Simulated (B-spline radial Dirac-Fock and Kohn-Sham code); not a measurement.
Level of theory: Dirac-Fock energy differences between relaxed states, corrected for Breit and QED terms; a radial B-spline solver. Free neutral atoms.

**Question.** Order these X-ray lines by photon energy, lowest first.
A. Sn Lβ3
B. Dy Lγ1
C. Eu Lα1
D. W Lη
E. I Lγ1
F. Dy Lβ15

**Answer.** A (3754.4 eV), E (4802.8 eV), C (5844.5 eV), F (7622.1 eV), B (8413.1 eV), D (8717.1 eV).

Values without a named source are computed, but for edge energies of neutral atoms, which are taken from tables.
